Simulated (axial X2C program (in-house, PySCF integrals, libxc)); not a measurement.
**Potential curves of NaCo⁺, two-component**

All values were computed with an axial X2C code built on PySCF integrals. Two-component (2c) means X2C with spin–orbit coupling and atomic mean-field two-electron Coulomb and Gaunt terms. Basis: Co dyall-cv3z [9s10p6d3f2g], Na dyall-cv3z [9s8p5d2f] (cores contracted in-house); Gaussian nuclei, density fitting, unrestricted open shells. Masses: Co 58.933 u, Na 22.990 u.

State: Ω = 7/2 (⟨Sz⟩ = 1.50, ⟨Lz⟩ = 2.00 at HF). Energies in eV from the lowest point of each curve. Fits are polynomials in 1 − R0/R over 0.85 to 1.23 times the lowest point R0.

| R (Å) | CCSD |
| --- | --- |
| 2.8383 | 0.0796 |
| 2.9319 | 0.0378 |
| 3.0254 | 0.0129 |
| 3.1190 | 0.0012 |
| 3.2282 | 0.0000 |
| 3.3373 | 0.0084 |
| 3.4777 | 0.0284 |

Correlated methods: 9 electrons correlated (number of frozen shells: Co 3 s, 2 p; Na 2 s, 1 p), 273 virtual spin orbitals or spinors in MP2, 90 natural virtuals in coupled cluster.

The state is one determinant whose occupation by symmetry is held fixed; it was picked as the lowest of a PBE0 search that is not exhaustive. CCSD ran in a truncated set of natural virtual spinors with an MP2 remainder; without triples it tends to underbind. PBE0 can misorder states that lie within some tenths of an eV, so this need not be the ground state of the molecule. The nearest other spin-free determinant of the search, M_S = 3/2, Λ = 0, lies 0.000 eV up at the distance of the search. With several unpaired electrons one determinant need not be a pure state. A state of lower Ω lies just above, and one determinant can place such states too high, so the state shown need not be the lowest. The search has Ω = 3/2 only 0.06 eV up. The determinant is spin-polarised beyond a pure state at some levels (its spin-free form has ⟨S²⟩ too high), which makes Re and μ there less reliable. Coupled cluster ran on the points near the minimum only. MP2 and coupled cluster on one determinant become unreliable at the stretched end.

Problem. Fit the CCSD curve near its minimum: give the equilibrium distance and the harmonic wavenumber.

Solution. At CCSD, 2c: Re = 3.183 Å, ωe ≈ 123 cm⁻¹; Be follows as 0.101 cm⁻¹.
